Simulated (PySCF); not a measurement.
Molecular orbitals of GaC

TPSSh at R = 2.000 Å; Ga x2c-TZVPPall, C x2c-TZVPPall; spin-free X2C with a Gaussian nucleus (PySCF 2.14). State: ⁴Σ⁻ (quartet), unpaired electrons σ ↑, π ↑↑. Only the outer orbitals are listed, counted within each symmetry.

| spin | orbital | occ. | ε (eV) | on Ga (%) | main shells (%) |
| --- | --- | --- | --- | --- | --- |
| α | 8σ | 1 | -15.94 | 21 | 78 C s, 12 Ga s |
| α | 9σ | 1 | -9.62 | 65 | 65 Ga s, 22 C p, 13 C s |
| α | 4π | 1 | -6.29 | 17 | 83 C p, 15 Ga p |
| α | 4π | 1 | -6.29 | 17 | 83 C p, 15 Ga p |
| α | 10σ | 1 | -5.90 | 50 | 50 C p, 27 Ga p, 21 Ga s |
| α | 5π | 0 | -1.66 | 88 | 86 Ga p, 11 C p |
| α | 5π | 0 | -1.66 | 88 | 86 Ga p, 11 C p |
| β | 8σ | 1 | -12.85 | 36 | 60 C s, 29 Ga s |
| β | 9σ | 1 | -7.78 | 71 | 65 Ga s, 25 C s |
| β | 4π | 0 | -2.95 | 60 | 59 Ga p, 40 C p |
| β | 4π | 0 | -2.95 | 60 | 59 Ga p, 40 C p |
| β | 10σ | 0 | -2.77 | 39 | 52 C p, 33 Ga p, 9 C s |

Task: Which are the highest filled and the lowest empty level, where do they sit, and how wide is the gap?

Result: Highest filled α 10σ at -5.90 eV (in %: 50 C p, 27 Ga p, 21 Ga s); lowest empty β 4π at -2.95 eV (in %: 59 Ga p, 40 C p); the gap at TPSSh is 2.95 eV.

| Quantity | Value |
| --- | --- |
| bond order (Mayer) | 1.23 |
| ⟨S²⟩ | 3.755 |
| charge on Ga (Mulliken, basis-dependent) | 0.26 |
| charge on Ga (Löwdin, basis-dependent) | 0.24 |
| dipole moment (positive dipole means Ga(−)C(+)) | -2.08 D |

Spin–orbit coupling is left out. The state was picked by a PBE0 search and need not be the measured ground state.
